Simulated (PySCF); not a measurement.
Al(Cl)(OH)(SeH) (AlClH₂OSe), SMILES [SeH][Al]([Cl])[OH]. Heavy atoms are numbered as in [Al:1]([Cl:2])([OH:3])[SeH:5]. Hydrogens are named by the atom that carries them.

Coordinates come from a r2SCAN-D4/def2-SVP optimisation. The structure was generated by enumeration; whether it is a known compound was not checked. One conformer was computed; it need not be the lowest.

These are CAM-B3LYP/def2-TZVP in PySCF values and carry that method's errors.

ESP charges are fitted to the potential on shells at 1.4 to 2.0 van der Waals radii. Atomic charges (e), one atom of each kind:

| atom | IAO | ESP fit | Mulliken |
|---|---|---|---|
| Al1 | 1.02 | 0.69 | 0.55 |
| Cl2 | … | -0.24 | -0.24 |
| O3 (OH) | -0.83 | -0.74 | -0.53 |
| H on O3 | … | 0.42 | 0.32 |
| Se5 (SeH) | -0.27 | -0.29 | -0.24 |
| H on Se5 | … | 0.16 | 0.13 |

Question: Some entries are withheld; supply them. (The exact figures need the calculation; the answer reports its results.)

Answer: 
- Cl2, IAO: -0.37
- H on O3, IAO: 0.37
- H on Se5, IAO: 0.07
